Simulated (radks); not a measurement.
Results of a calculation; reference values are marked as such.
Problem. These are the eigenvalues of the occupied orbitals of an atom or ion with whole-number occupations (hartree). Code: a radial shooting solver on a logarithmic mesh with Libxc functionals. Model: scalar-relativistic Kohn-Sham, r2SCAN, spin-polarised, spherical densities, finite nucleus; meta-GGA in the generalised Kohn-Sham scheme; Fermi nuclear charge, rms radius of each element as measured or else 0.836 A^(1/3) + 0.57 fm.

orbital  eigenvalue
1s up     -3059.338
1s down   -3059.337
2s down   -543.5618
2s up     -543.5616
2p down   -468.7690
2p up     -468.7689
3s up     -129.6566
3s down   -129.6562
3p up     -107.9516
3p down   -107.9512
3d up     -85.04436
3d down   -85.04420
4s up     -29.01031
4s down   -29.00944
4p up     -21.86367
4p down   -21.86262
4d up     -13.33300
4d down   -13.33177
5s up      -4.76098
5s down    -4.76058
4f up      -3.89420
4f down    -3.89295
5p up      -2.84477
5p down    -2.84404
5d up      -0.71143
5d down    -0.69647
6s up      -0.56611

Which element is it, and in what charge state? The configuration may be excited. Open shells, if any, are filled with parallel spins first.

Solution. Z = 80, mercury, charge +1: Hg+ in [Xe] 4f14 5d10 6s1. The list shows which subshells hold electrons but not how many an open one holds; the 1s level, -3059.3 hartree, gives Z - s = 78.2 by -(Z - s)^2/2, which with screening and relativity narrows Z to a few neighbours, and the depths of the outer levels then fix element, charge and occupations together.
